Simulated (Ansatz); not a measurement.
Compare A (`CSBS`) with its isomer B (`BSCS`).

Program: Ansatz. Geometries: PBE0-D4/def2-TZVP. ΔE: electronic, gas phase. CCSD(T)/CBS adds triple-zeta CCSD(T) − MP2 to the extrapolated MP2 energy (def2 sets, frozen cores). DFT in def2-TZVPP. One conformer a species, not always the lowest.

A:

Z-matrix (Å, degrees):
```
C
S 1 1.811
H 1 1.089 2 107.1
H 1 1.088 2 110.5 3 -118.9
H 1 1.088 2 110.5 3 118.9
B 2 1.774 1 103.2 3 179.7
S 6 1.787 2 122.7 1 180.0
H 6 1.193 2 121.0 1 -0.0
H 7 1.346 6 98.7 2 -0.0
```

B:

Z-matrix (Å, degrees):
```
C
S 1 1.816
S 1 1.799 2 114.4
H 1 1.088 2 108.7 3 -125.4
H 1 1.090 2 107.7 3 116.8
B 2 1.751 1 104.3 3 109.8
H 3 1.343 1 96.4 2 -64.9
H 6 1.194 2 120.9 1 0.3
H 6 1.192 2 116.2 1 -179.6
```

Task: Which is lower in electronic energy at CCSD(T)/CBS, and by how much? (Estimate.)

Result: The calculation gave: A, by 125.5 kJ/mol.

Task: Give E(B) − E(A) in kJ/mol with BLYP-D4, B2PLYP, CCSD(T)/def2-TZVPP, PBE-D4, CCSD/def2-TZVPP, ωB97M-V, PBE0-D4. (Best estimate.)

Result: The calculation gave: BLYP-D4 123.5, B2PLYP 128.0, CCSD(T)/def2-TZVPP 126.8, PBE-D4 128.3, CCSD/def2-TZVPP 127.0, ωB97M-V 126.0, PBE0-D4 130.2. None reverses the order clearly.

Task: Does the order hold for the free energy at 298.15 K (harmonic terms from PBE0-D4)? (Estimate.)

Result: Ansatz gave: Yes: G(B) − G(A) = +121.7 kJ/mol, for one conformer each. Modes under 60 cm⁻¹, often nearly free rotors, make the harmonic entropy too high.

Largest T1 diagnostic: 0.014.

From BLYP to BHLYP (50 % exact exchange), in def2-TZVPP and without D4, E(B) − E(A) moves by +3.1 kJ/mol. Leaving LDA and LC-ωPBE aside and taking each functional with its dispersion term where it has one, the values, not all of them listed here, spread over 11.8 kJ/mol, from BLYP-D4 to B97M-V.
